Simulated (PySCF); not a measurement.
Compound: C12H6N2.
Numbering: `[CH:1]#[C:2][C:3]1=[CH:4][C@H:5]2[C:6]([C:7]#[N:8])=[CH:9][C@@H:10]1[CH:11]=[C:12]2[C:13]#[N:14]` (hydrogens: H15 on C1; H16 on C4; H17 on C5; H18 on C9; H19 on C10; H20 on C11)

The closed-shell ground state was solved at several levels (PySCF, density fitting, gas phase, non-relativistic). Geometry: PBE0-D3(BJ)/def2-SVP; no solvent, vibrations or thermal averaging.

```csv
level,basis functions,HOMO (eV),LUMO (eV),gap (eV),dipole (D)
PBE0/pcSseg-1,268,-7.20,-2.35,4.85,6.14
wB97X-D/pcSseg-1,268,-8.96,-0.62,8.34,6.20
B3LYP/def2-SVPD,328,-7.02,-2.58,4.44,6.19
```

(1) What might B3LYP/pcJ-1 (438 basis functions) give for the same quantities?

(2) Over all these levels, which gives the widest orbital gap and which the narrowest?

(3) How far do the dipole and the HOMO energy spread over the levels?

## Answers

(1) HOMO -6.97 eV, LUMO -2.51 eV, gap 4.46 eV, dipole 6.12 D.

(2) wB97X-D/pcSseg-1 (range-separated hybrid) has the widest, 8.34 eV, and B3LYP/def2-SVPD (global hybrid, 20 % exact exchange) the narrowest, 4.44 eV. Functional and basis both differ between the two, so the spread mixes both effects.

(3) The dipole runs from 6.12 to 6.20 D (mean 6.16 D) and the HOMO from -8.96 to -6.97 eV.
